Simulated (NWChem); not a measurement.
System: C2H6Mg; SMILES [CH3][Mg][CH3]

Here is an NWChem input.

```
start job
memory heap 200 mb stack 900 mb global 1100 mb
geometry units angstroms noautoz
  Mg     0.000000     0.000000    -0.415931
  C      2.099067    -0.000383    -0.415115
  H      2.510115    -0.339788     0.545096
  H      2.510318     1.001065    -0.600630
  H      2.511253    -0.661794    -1.189110
  C     -2.099067     0.000383    -0.415115
  H     -2.510318    -1.001065    -0.600630
  H     -2.511253     0.661794    -1.189110
  H     -2.510115     0.339788     0.545096
end
basis spherical
  Mg library def2-svp
  C library def2-svp
  H library def2-svp
end
dft
  xc mn15-l
  iterations 150
  mulliken
end
task dft energy
```

Coordinates come from a B3LYP/6-31G* (spherical d) optimisation.

Task: Predict the main results of this run. (MN15-L/def2-SVP.) Quantities: energy (Ha); highest occupied level (eV); orbital gap (eV).

Result: 
* **energy (Ha)**: -279.56
* **highest occupied level (eV)**: -5.70
* **orbital gap (eV)**: 4.70
